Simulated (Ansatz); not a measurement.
`F[Si](F)(Cl)Br` + `BO` → `BO[Si](F)(F)Br` + HCl at 400 K and 1 bar (ligand exchange at the Si–Cl bond).

Computed with Ansatz on PBE0-D4/def2-TZVP structures; ΔE is electronic, products minus reactants. CCSD(T)/CBS is the MP2 limit (def2-TZVPP, def2-QZVPP) plus CCSD(T) − MP2 in def2-TZVPP, frozen cores. This one scheme is used for every species. For Br outer-core shells are correlated without core-valence functions, which leaves a few kJ/mol of doubt a bond. Scalar relativity is left out up to krypton. Each species was taken in one conformer, which may not be the lowest.

```json
{"species": "`F[Si](F)(Cl)Br`", "CCSD(T)/CBS energy (Eh)": "-3522.00110", "H − E (kJ/mol)": "51.7", "S (J/(mol·K))": "366.5"}
{"species": "`BO`", "CCSD(T)/CBS energy (Eh)": "-101.80414", "H − E (kJ/mol)": "108.2", "S (J/(mol·K))": "244.0"}
{"species": "`BO[Si](F)(F)Br`", "CCSD(T)/CBS energy (Eh)": "-3163.42790", "H − E (kJ/mol)": "123.8", "S (J/(mol·K))": "408.8"}
{"species": "HCl", "CCSD(T)/CBS energy (Eh)": "-460.38127", "H − E (kJ/mol)": "29.6", "S (J/(mol·K))": "195.4"}
```

H − E and S are ideal-gas, rigid-rotor, harmonic terms from PBE0-D4/def2-TZVP, for one conformer and one mirror image of each species. 1 Eh = 2625.50 kJ/mol, R = 8.31446 J/(mol·K).

Problem. By hand: ΔE, ΔH, ΔS and ΔG.

Solution. ΔE = (-3163.42790) + (-460.38127) − (-3522.00110) − (-101.80414) = -0.00393 Eh = -10.3 kJ/mol. Δ(H − E) = 123.8 + 29.6 − 51.7 − 108.2 = -6.5, so ΔH = -16.8 kJ/mol. ΔS = 408.8 + 195.4 − 366.5 − 244.0 = -6.3 J/(mol·K). ΔG = -16.8 − 400 × (-6.3)/1000 = -14.3 kJ/mol.

Problem. By hand: the equilibrium constant, and the temperature at which ΔG would vanish if ΔH and ΔS stayed fixed.

Solution. log₁₀ K = −ΔG/(RT ln 10) = 1.9. ΔG = 0 at ΔH/ΔS = 2667 K, far beyond where these terms or the molecules hold.

The number of gas molecules stays the same, so ΔS is small and ΔH decides. A doubt of 5 kJ/mol in ΔE shifts log₁₀ K by 0.7 here. Other conformers and mirror images would add mixing entropy, several J/(mol·K) or more a flexible species. Modes under 60 cm⁻¹, often nearly free rotors, make the harmonic entropy too high. These are equilibria of isolated gas molecules and say nothing of rates. Largest T1 diagnostic: 0.014 (customary marks: 0.02 for closed shells, 0.045 for open ones).
